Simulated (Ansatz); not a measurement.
Correlation energies of C2H10BN (`C[BH-](C)[NH3+]`) by basis set

Cartesian coordinates in Å:
```
C 0.007 1.266 0.885
B 0.015 -0.268 0.398
C -1.295 -0.733 -0.414
N 1.277 -0.394 -0.672
H 0.940 1.586 1.367
H -0.198 1.975 0.070
H -0.784 1.421 1.626
H 0.336 -1.051 1.281
H -1.532 -0.074 -1.262
H -1.237 -1.758 -0.805
H -2.171 -0.710 0.241
H 1.130 0.219 -1.469
H 1.363 -1.345 -1.016
H 2.152 -0.134 -0.229
```

The species carries charge 0 and has multiplicity 1. All single points use the PBE0-D4/def2-TZVP geometry. It is one conformer, not always the lowest. Frozen core, restricted reference, the Gaussian-basis code of Ansatz. CBS rows extrapolate triple and quadruple zeta; past MP2 they add the triple-zeta difference.

```json
{"basis": "def2-SVP", "HF (Eh)": "-160.59312", "MP2 corr.": "-0.58524", "CCSD corr.": "-0.64493", "(T)": "-0.01705", "CCSD(T) total": "-161.25510"}
{"basis": "def2-TZVPP", "HF (Eh)": "-160.77135", "MP2 corr.": "-0.71880", "CCSD corr.": "-0.76888", "(T)": "-0.02769", "CCSD(T) total": "-161.56792"}
{"basis": "def2-QZVPP", "HF (Eh)": "-160.77932", "MP2 corr.": "-0.76387", "CCSD corr.": "–", "(T)": "–", "CCSD(T) total": "–"}
{"basis": "CBS(def2)", "HF (Eh)": "-160.78041", "MP2 corr.": "-0.79726", "CCSD corr.": "-0.84733", "(T)": "as TZ", "CCSD(T) total": "-161.65543"}
```
